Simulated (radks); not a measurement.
Values are calculated unless marked as measured or tabulated.
Cr+, configuration [Ar] 3d4 4s1 (not the ground configuration).

Code: a radial shooting solver on a logarithmic mesh with Libxc functionals. Model: non-relativistic Kohn-Sham, PBE, spin-polarised, spherical densities, point nucleus; open shells are filled with parallel spins first.

Energy parts (hartree):
| part | energy |
|---|---|
| total | -1043.89374 |
| kinetic | 1043.04445 |
| electron-nucleus | -2471.17921 |
| Hartree | 432.36943 |
| exchange-correlation | -48.12840 |

Orbitals (lengths in bohr, moments of r in powers of bohr; r(max) is where P^2 peaks; r(90%) holds 90 % of the orbital's charge):
[
 {"orbital": "1s up", "occ.": "1", "eigenvalue (hartree)": "-214.8080", "<r>": "0.06419", "r(max)": "0.04224", "<r^2>": "0.005527", "r(90%)": "0.114"},
 {"orbital": "1s down", "occ.": "1", "eigenvalue (hartree)": "-214.8072", "<r>": "0.06419", "r(max)": "0.04224", "<r^2>": "0.005527", "r(90%)": "0.114"},
 {"orbital": "2s up", "occ.": "1", "eigenvalue (hartree)": "-24.62747", "<r>": "0.2963", "r(max)": "0.2462", "<r^2>": "0.1036", "r(90%)": "0.459"},
 {"orbital": "2s down", "occ.": "1", "eigenvalue (hartree)": "-24.56979", "<r>": "0.2958", "r(max)": "0.2460", "<r^2>": "0.1033", "r(90%)": "0.458"},
 {"orbital": "2p up", "occ.": "3", "eigenvalue (hartree)": "-20.98695", "<r>": "0.2612", "r(max)": "0.1989", "<r^2>": "0.08395", "r(90%)": "0.428"},
 {"orbital": "2p down", "occ.": "3", "eigenvalue (hartree)": "-20.94325", "<r>": "0.2607", "r(max)": "0.1987", "<r^2>": "0.08358", "r(90%)": "0.427"},
 {"orbital": "3s up", "occ.": "1", "eigenvalue (hartree)": "-3.15096", "<r>": "0.9053", "r(max)": "0.7824", "<r^2>": "0.9458", "r(90%)": "1.36"},
 {"orbital": "3s down", "occ.": "1", "eigenvalue (hartree)": "-2.99941", "<r>": "0.9069", "r(max)": "0.7830", "<r^2>": "0.9494", "r(90%)": "1.36"},
 {"orbital": "3p up", "occ.": "3", "eigenvalue (hartree)": "-2.13878", "<r>": "0.9595", "r(max)": "0.7984", "<r^2>": "1.085", "r(90%)": "1.48"},
 {"orbital": "3p down", "occ.": "3", "eigenvalue (hartree)": "-1.98863", "<r>": "0.9626", "r(max)": "0.7993", "<r^2>": "1.093", "r(90%)": "1.49"},
 {"orbital": "3d up", "occ.": "4", "eigenvalue (hartree)": "-0.55895", "<r>": "1.252", "r(max)": "0.8169", "<r^2>": "2.048", "r(90%)": "2.17"},
 {"orbital": "3d down", "occ.": "0", "eigenvalue (hartree)": "-0.41545", "<r>": "1.291", "r(max)": "0.8237", "<r^2>": "2.200", "r(90%)": "2.26"},
 {"orbital": "4s up", "occ.": "1", "eigenvalue (hartree)": "-0.43981", "<r>": "2.879", "r(max)": "2.464", "<r^2>": "9.451", "r(90%)": "4.27"}
]

The highest occupied level is 4s up at -11.968 eV. Spin moment in Bohr magnetons: 5. The density falls to 0.001 e/bohr^3 at r = 3.98 bohr. The electron density at the nucleus is 9327 e/bohr^3.
